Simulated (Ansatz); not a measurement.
Coupled-cluster diagnostics for the cluster GeS3⁻, Ansatz.

Geometry of the doublet (PBE0-D4/def2-SVPD):

```csv
atom,x (Å),y (Å),z (Å)
Ge1,1.581,0.285,0.223
S2,-0.477,1.106,-0.954
S3,0.992,-1.401,1.310
S4,-2.097,0.010,-0.578
```

Correlated methods freeze 24 core orbitals; core or outer-core shells of Ge are correlated, in sets that lack core-valence functions. Another isomer (doublet) lies 0.70 eV lower at PBE0-D4/def2-TZVPD; other spin states weren't run for this one.

Q: Estimate the CCSD(T) correlation energy, the shares of MP2 and (T), T1 and the reference's ⟨S²⟩ for: charge -1, doublet, own geometry in def2-SVPD; and the rough time on 4 threads of Arm Neoverse V1 on a shared host.

A: 
```json
{"state": "charge -1, doublet, own geometry", "basis": "def2-SVPD", "correlation (eV)": "-18.470", "MP2 share (%)": "91.0", "(T) share (%)": "4.5", "T1": "0.025", "⟨S²⟩ (pure)": "0.77 (0.75)", "wall time": "25 s"}
```
Customary marks for T1 are 0.02 (closed shells), 0.045 (open shells) and about 0.05 (3d metals). T1 exceeds 0.02 in 1 of 1 rows and 0.045 in 0; the higher it lies, the less the single-reference result can be trusted.
